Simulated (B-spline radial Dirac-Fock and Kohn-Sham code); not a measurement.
# Magnetic form factor of the 5d shell of Tl⁷⁺

System: the Tl⁷⁺ ion, configuration 1s2 2s2 2p6 3s2 3p6 3d10 4s2 4p6 4d10 4f14 5s2 5p6 5d6.

Input of the calculation (task.json; shells as n, l, electrons):

```json
{"items": [{
  "Z": 81,
  "q": 7,
  "cfg": [[1, 0, 2], [2, 0, 2], [2, 1, 6], [3, 0, 2], [3, 1, 6], [3, 2, 10], [4, 0, 2], [4, 1, 6], [4, 2, 10], [4, 3, 14], [5, 0, 2], [5, 1, 6], [5, 2, 6]],
  "A": 205,
  "rrms": 5.4759,
  "do": ["scatter"],
  "s": [0.0, 0.1, 0.12, 0.14, 0.17, 0.2, 0.25, 0.3, 0.36, 0.44, 0.53, 0.63, 0.77, 0.93, 1.12, 1.35, 1.63, 1.97, 2.38, 2.88, 3.47, 4.19, 5.07],
  "pz": [0, 0.1, 0.2, 0.3, 0.4, 0.5, 0.6, 0.8, 1.0, 1.2, 1.4, 1.6, 1.8, 2.0, 2.5, 3.0, 4.0, 5.0, 7.0, 10.0, 15.0, 20.0, 30.0, 40.0, 60.0, 100.0],
  "hv_scatter": [1000, 5000, 10000, 17479.3, 50000, 100000, 500000, 1000000]
}]}
```

Run with: `python xray_run.py task.json out`

These are calculated numbers from a B-spline atomic structure program; the model is Dirac-Fock orbitals of the configuration average with a finite nucleus. ⟨j_K⟩ is the integral of the 5d radial density with the spherical Bessel function j_K(4πsr), s = sin θ/λ.

| s (Å⁻¹) | ⟨j0⟩ | ⟨j2⟩ | ⟨j4⟩ |
| --- | --- | --- | --- |
| 0 | 1.0000 | 0.0000 | 0.0000 |
| 0.1 | 0.8868 | 0.0442 | 0.0008 |
| 0.12 | 0.8407 | 0.0616 | 0.0015 |
| 0.14 | 0.7890 | 0.0806 | 0.0027 |
| 0.17 | 0.7035 | 0.1107 | 0.0056 |
| 0.2 | 0.6120 | 0.1410 | 0.0100 |
| 0.25 | 0.4571 | 0.1864 | 0.0210 |
| 0.3 | 0.3127 | 0.2194 | 0.0365 |
| 0.36 | 0.1685 | 0.2376 | 0.0592 |
| 0.44 | 0.0384 | 0.2261 | 0.0903 |
| 0.53 | -0.0294 | 0.1793 | 0.1167 |
| 0.63 | -0.0394 | 0.1129 | 0.1271 |
| 0.77 | -0.0079 | 0.0372 | 0.1104 |
| 0.93 | 0.0253 | -0.0037 | 0.0700 |
| 1.12 | 0.0341 | -0.0079 | 0.0268 |
| 1.35 | 0.0205 | 0.0065 | 0.0009 |

Radial moments of the shell: ⟨r²⟩ = 1.620, ⟨r⁴⟩ = 3.956, ⟨r⁶⟩ = 13.68 in powers of bohr.
